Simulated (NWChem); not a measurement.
# C₃H₇O, doublet; SMILES CC(C)[O]

```xyz
11

C     -0.6317     0.0839     1.2915
C      0.1315    -0.2773     0.0000
C     -0.6317     0.0839    -1.2915
O      1.4293     0.1038     0.0000
H     -0.7840     1.1820     1.3339
H     -1.6260    -0.4042     1.3295
H     -0.0436    -0.2178     2.1792
H      0.2347    -1.4116     0.0000
H     -0.7840     1.1820    -1.3339
H     -1.6260    -0.4042    -1.3295
H     -0.0436    -0.2178    -2.1792
```
Atoms are numbered in this order, from 1.

Level: PBE-D3(BJ)/def2-SVP, spin-unrestricted (NWChem), optimised geometry, unscaled harmonic frequencies. In the optimisation the excess spin sits in a' (Cs, its own frame).

```tsv
frequency (cm⁻¹)	IR intensity (km/mol)
193	0.1
234	0.7
347	0.6
410	1.4
443	5.3
791	0.3
842	18.0
873	5.6
965	2.9
1013	2.7
1014	12.0
1088	12.8
1124	7.7
1204	21.7
1303	2.0
1327	1.9
1396	3.6
1401	3.3
1413	9.1
1421	8.6
2687	21.6
2973	20.6
2978	10.1
3067	1.7
3071	24.3
3088	6.3
3089	14.1
```

```json
{
  "zero_point_energy": "56.8 kcal/mol",
  "thermal correction to the enthalpy at 298.15 K (with zero-point energy)": "60.7 kcal/mol",
  "heat capacity Cv": "18.4 cal/(mol K)",
  "entropy at 298.15 K and 1 atm (symmetry number 1, electronic part: spin degeneracy alone)": "71.9 cal/(mol K)",
  "dipole_moment": "2.03 D"
}
```

Rigid rotor and harmonic oscillator.
